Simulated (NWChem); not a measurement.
System: CF$_{2}$InNO; SMILES [N]([In]([F])[F])=C=O

Input file for NWChem:

```
start job
memory heap 200 mb stack 900 mb global 1100 mb
geometry units angstroms noautoz
  In    -0.030480     0.549837     0.000000
  F     -1.928468     0.948201     0.000000
  F      1.203671     2.039265     0.000000
  N      0.666212    -1.327716     0.000000
  C      0.292356    -2.479318     0.000000
  O      0.010947    -3.610563     0.000000
end
basis spherical
  * library def2-svp
end
ecp
  In library def2-ecp
end
dft
  xc hfexch
  iterations 150
  mulliken
end
task dft energy
```

NWChem printed, in part:

```
             Northwest Computational Chemistry Package (NWChem) 7.3.0
             --------------------------------------------------------

 CS  symmetry detected

                             Geometry "geometry" -> ""
                             -------------------------

 Output coordinates in angstroms (scale by  1.889725989 to convert to a.u.)

  No.       Tag          Charge          X              Y              Z
 ---- ---------------- ---------- -------------- -------------- --------------
    1 In                  49.0000     0.00535918     0.54116966     0.00000000
    2 F                    9.0000    -1.87776435     1.00474067     0.00000000
    3 F                    9.0000     1.29013278     1.98715764     0.00000000
    4 N                    7.0000     0.63689762    -1.35928929     0.00000000
    5 C                    6.0000     0.22355592    -2.49731570     0.00000000
    6 O                    8.0000    -0.09669183    -3.61818485     0.00000000

 Effective nuclear repulsion energy (a.u.)     545.0109900512

      Symmetry information
      --------------------

 Group name             Cs
 Group number              2
 Group order               2
 No. of unique centers     6

 Summary of "ao basis" -> "ao basis" (spherical)
 ------------------------------------------------------------------------------
       Tag                 Description            Shells   Functions and Types
 ---------------- ------------------------------  ------  ---------------------
 In                         def2-svp                10       26   4s4p2d
 F                          def2-svp                 6       14   3s2p1d
 N                          def2-svp                 6       14   3s2p1d
 C                          def2-svp                 6       14   3s2p1d
 O                          def2-svp                 6       14   3s2p1d

      Symmetry analysis of basis
      --------------------------

        a'         68
        a"         28

            General Information
            -------------------
          SCF calculation type: DFT
          Wavefunction type:  closed shell.
          No. of atoms     :     6
          No. of electrons :    60
           Alpha electrons :    30
            Beta electrons :    30
          Charge           :     0
          Spin multiplicity:     1
          Use of symmetry is: on ; symmetry adaption is: on
          Maximum number of iterations: 150
          AO basis - number of functions:    96
                     number of shells:    40
          Convergence on energy requested:  1.00D-06
          Convergence on density requested:  1.00D-05
          Convergence on gradient requested:  5.00D-04

              XC Information
              --------------
                     Hartree-Fock (Exact) Exchange  1.000

      Superposition of Atomic Density Guess
      -------------------------------------

 Sum of atomic energies:        -583.19547063

      Non-variational initial energy
      ------------------------------

 Total energy =    -555.517302
 1-e energy   =   -1433.467650
 2-e energy   =     580.106427
 HOMO         =      -0.385503
 LUMO         =      -0.124784

      Symmetry analysis of molecular orbitals - initial
      -------------------------------------------------

  Numbering of irreducible representations:

     1 a'          2 a"

  Orbital symmetries:

     1 a'          2 a'          3 a'          4 a'          5 a'
     6 a'          7 a'          8 a'          9 a"         10 a'
    11 a'         12 a'         13 a'         14 a'         15 a'
    16 a'         17 a"         18 a"         19 a'         20 a'
    21 a'         22 a'         23 a"         24 a"         25 a'
    26 a'         27 a"         28 a'         29 a'         30 a"
    31 a'         32 a"         33 a'         34 a'         35 a'
    36 a"         37 a'         38 a'         39 a"         40 a'

     ---------------------------------------------
      Total Density - Mulliken Population Analysis
     ---------------------------------------------

    Atom       Charge   Shell Charges
 -----------   ------   -------------------------------------------------------
    1 In  21    19.04   2.59 -0.60  0.45  0.12  3.24  2.75  0.33  0.08  9.73  0.36
    2 F    9     9.75   1.99  1.15  0.81  3.56  2.23  0.00
    3 F    9     9.75   1.99  1.15  0.81  3.56  2.23  0.00
    4 N    7     7.72   1.99  1.05  0.51  2.46  1.69  0.02
    5 C    6     5.18   1.99  0.89  0.14  1.51  0.54  0.11
    6 O    8     8.56   1.99  1.13  0.64  2.99  1.79  0.02

   convergence    iter        energy       DeltaE   RMS-Dens  Diis-err
 ---------------- ----- ----------------- --------- --------- ---------
 d= 0,ls=0.0,diis     1   -554.8888348584 -8.53D+02  1.08D-02  1.49D+00
 d= 0,ls=0.0,diis     2   -554.9845315479 -9.57D-02  4.08D-03  7.10D-01
 d= 0,ls=0.0,diis     3   -555.0433343633 -5.88D-02  8.06D-04  6.48D-03
 d= 0,ls=0.0,diis     4   -555.0442811052 -9.47D-04  3.28D-04  1.88D-03
 d= 0,ls=0.0,diis     5   -555.0445181210 -2.37D-04  1.12D-04  1.32D-04
  Resetting Diis
 d= 0,ls=0.0,diis     6   -555.0445435186 -2.54D-05  5.24D-05  8.12D-06
 d= 0,ls=0.0,diis     7   -555.0445469468 -3.43D-06  1.23D-05  9.90D-07
 d= 0,ls=0.0,diis     8   -555.0445472373 -2.90D-07  5.85D-06  3.00D-07

         Total DFT energy =     -555.044547237274
      One electron energy =    -1434.802566027017
           Coulomb energy =      638.082681213630
    Exchange-Corr. energy =      -56.168583033470
 Nuclear repulsion energy =      297.843920609583

 Numeric. integr. density =        0.000000000000

                  Occupations of the irreducible representations
                  ----------------------------------------------

                     irrep           alpha         beta
                     --------     --------     --------
                     a'               23.0         23.0
                     a"                7.0          7.0

                       DFT Final Molecular Orbital Analysis
                       ------------------------------------

 Vector   28  Occ=2.000000D+00  E=-5.902812D-01  Symmetry=a'
              MO Center= -2.9D-01,  1.4D+00, -4.7D-17, r^2= 3.4D+00
   Bfn.  Coefficient  Atom+Function         Bfn.  Coefficient  Atom+Function
  ----- ------------  ---------------      ----- ------------  ---------------
    44      0.413584  3 F  px                30      0.375458  2 F  px
    47     -0.304342  3 F  px                33     -0.273479  2 F  px
    31      0.245009  2 F  py                17     -0.188819  1 In d -2
    34     -0.185806  2 F  py                11      0.147345  1 In px
    45      0.147277  3 F  py                48     -0.098675  3 F  py

 Vector   29  Occ=2.000000D+00  E=-4.664880D-01  Symmetry=a'
              MO Center=  3.6D-01, -2.0D+00,  6.8D-17, r^2= 2.4D+00
   Bfn.  Coefficient  Atom+Function         Bfn.  Coefficient  Atom+Function
  ----- ------------  ---------------      ----- ------------  ---------------
    58      0.432700  4 N  px                61     -0.378100  4 N  px
    86      0.352176  6 O  px                89      0.285474  6 O  px
    87     -0.107304  6 O  py                62      0.099391  4 N  py
    21      0.098120  1 In d  2              56     -0.096320  4 N  s
    57     -0.090320  4 N  s                 30      0.083627  2 F  px

 Vector   30  Occ=2.000000D+00  E=-4.635773D-01  Symmetry=a"
              MO Center=  3.6D-01, -2.1D+00,  6.6D-16, r^2= 2.1D+00
   Bfn.  Coefficient  Atom+Function         Bfn.  Coefficient  Atom+Function
  ----- ------------  ---------------      ----- ------------  ---------------
    60      0.449994  4 N  pz                63     -0.400954  4 N  pz
    88      0.372854  6 O  pz                91      0.302989  6 O  pz
    74     -0.092145  5 C  pz                18     -0.079969  1 In d -1
    79     -0.064553  5 C  d -1              13     -0.062716  1 In pz
    16     -0.034102  1 In pz                77     -0.032947  5 C  pz

 Vector   31  Occ=0.000000D+00  E= 1.558173D-02  Symmetry=a'
              MO Center= -7.9D-02,  5.2D-01, -1.1D-15, r^2= 4.1D+00
   Bfn.  Coefficient  Atom+Function         Bfn.  Coefficient  Atom+Function
  ----- ------------  ---------------      ----- ------------  ---------------
     4      1.093477  1 In s                 57     -0.402153  4 N  s
     1     -0.316714  1 In s                 29     -0.231454  2 F  s
     3      0.230169  1 In s                 43     -0.211080  3 F  s
    62     -0.190401  4 N  py                30      0.170022  2 F  px
    19     -0.167871  1 In d  0              33     -0.161208  2 F  px

 Vector   32  Occ=0.000000D+00  E= 3.144609D-02  Symmetry=a"
              MO Center=  1.2D-02,  4.3D-01,  3.7D-15, r^2= 5.7D+00
   Bfn.  Coefficient  Atom+Function         Bfn.  Coefficient  Atom+Function
  ----- ------------  ---------------      ----- ------------  ---------------
    16      0.790745  1 In pz                13      0.348568  1 In pz
    35     -0.132963  2 F  pz                49     -0.133130  3 F  pz
    74     -0.132930  5 C  pz                77     -0.130863  5 C  pz
    10     -0.116899  1 In pz                32      0.113598  2 F  pz
    46      0.113756  3 F  pz                 7     -0.110111  1 In pz

 Vector   33  Occ=0.000000D+00  E= 1.232970D-01  Symmetry=a'
              MO Center= -2.9D-01,  2.6D-01,  9.5D-16, r^2= 8.1D+00
   Bfn.  Coefficient  Atom+Function         Bfn.  Coefficient  Atom+Function
  ----- ------------  ---------------      ----- ------------  ---------------
    15      1.108188  1 In py                14      0.540585  1 In px
    43     -0.333578  3 F  s                 57      0.288866  4 N  s
    85      0.288097  6 O  s                  4     -0.275816  1 In s
    76      0.236858  5 C  py                 3      0.198946  1 In s
    71     -0.121574  5 C  s                 34     -0.120838  2 F  py

[...]
```

Level: Hartree-Fock/def2-SVP with def2 effective core potentials on In. Geometry: optimised at PBE0/def2-SVP. def2 effective core potentials on In; no spin-orbit coupling.
